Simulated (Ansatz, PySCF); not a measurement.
Donor–acceptor adduct: BH3 (SMILES B) (first 4 atoms) with H2O (SMILES O); geometry from B3LYP-D3(BJ)/def2-TZVP, rigid monomers moved along the line of their centres of mass till B1···O5 is 3.11 Å.
(charge 0, multiplicity 1):
```xyz
7

B      0.21063     0.24930     0.78962
H      0.61722    -0.76718     0.28698
H     -0.85292     0.63724     0.39400
H      1.03723     1.09088     1.00556
O     -0.49854    -0.68336     3.67323
H     -1.15337    -1.39255     3.62906
H      0.29088    -1.04597     4.09635
```

Interaction energies are E(AB) − E(A) − E(B) at the monomers' geometry in the complex; basis-set methods are counterpoise corrected. Rows marked so take none.

Frozen-core correlation. CBS: X⁻³ extrapolation of the correlation energy, Hartree–Fock from the larger set. Rows in 6-31G* carry no dispersion term and start afresh at each structure (6-31G* with six Cartesian d functions). MP2/6-31G* freezes PySCF's default core.

The values were computed with Ansatz (a program for electronic structure) with Gaussian orbitals; PySCF for 6-31G* rows, the dispersion terms. Values without a source in brackets are computed.

```json
[
 {"level": "HF/6-31G* (no counterpoise)", "interaction energy (meV)": "-200.8"},
 {"level": "PBE/def2-TZVPPD", "interaction energy (meV)": "-177.8"},
 {"level": "PBE-D4/def2-TZVPPD", "interaction energy (meV)": "-195.7"},
 {"level": "r2SCAN/def2-TZVPPD", "interaction energy (meV)": "(withheld)"},
 {"level": "B3LYP-D3(BJ)/def2-TZVPPD", "interaction energy (meV)": "-174.7"},
 {"level": "MP2/6-31G* (no counterpoise)", "interaction energy (meV)": "(withheld)"},
 {"level": "MP2/aug-cc-pVTZ", "interaction energy (meV)": "-167.9"},
 {"level": "MP2/CBS(aug-cc-pVDZ, aug-cc-pVTZ)", "interaction energy (meV)": "-169.1"},
 {"level": "CCSD(T)/CBS(aug-cc-pVDZ, aug-cc-pVTZ)", "interaction energy (meV)": "-168.7"}
]
```

### Question
Complete the blanks.

### Answer

- r2SCAN/def2-TZVPPD, interaction energy (meV): -185.7
- MP2/6-31G* (no counterpoise), interaction energy (meV): -240.5
